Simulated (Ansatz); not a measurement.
Relaxation of Cl$_{4}$H$_{2}$NTa (8 atoms, charge 0, multiplicity 1), to a largest force component of 0.02 eV/Å in at most 40 steps.

These are results of RKS PBE/def2-SVP (Ansatz), not measurements.

```xyz
8
Properties=species:S:1:pos:R:3
Ta 0.000 0.000 0.000
Cl 2.470 0.000 0.000
N 0.000 0.000 2.160
H -0.246 -0.884 2.690
H 0.246 0.884 2.690
Cl 0.000 0.000 -2.470
Cl -1.235 2.139 0.000
Cl -1.235 -2.139 0.000
```

Problem. Where does it end, and by what steps?

Solution. It converged. After 11 steps the energy has fallen by 1.339 eV; Cl7 moved furthest, 1.45 Å.

```tsv
step	energy less start (eV)	largest force component (eV/Å)	accepted
0	0.0000	2.451	yes
1	-0.9312	0.675	yes
2	-1.0163	0.316	yes
3	-1.0629	0.231	yes
4	-1.0809	0.357	yes
5	-1.1319	0.371	yes
6	-1.1786	0.432	yes
7	-1.2174	0.602	yes
8	-1.2741	0.474	yes
9	-1.3247	0.185	yes
10	-1.3382	0.044	yes
11	-1.3388	0.009	yes
```

```xyz
8
Properties=species:S:1:pos:R:3
Ta 0.232 -0.004 0.028
Cl 2.529 -0.035 -0.295
N -0.473 0.007 1.868
H -0.687 -0.842 2.402
H -0.663 0.861 2.401
Cl -1.248 0.019 -1.760
Cl 0.188 2.339 0.214
Cl 0.122 -2.344 0.212
```

Whether the end is a true minimum wasn't checked by a vibrational analysis.

Time of the run: 52 s on 2 threads of Intel(R) Xeon(R) Platinum 8259CL CPU @ 2.50GHz (Skylake/Cascade Lake) (shared host), peak memory 0.21 GiB.
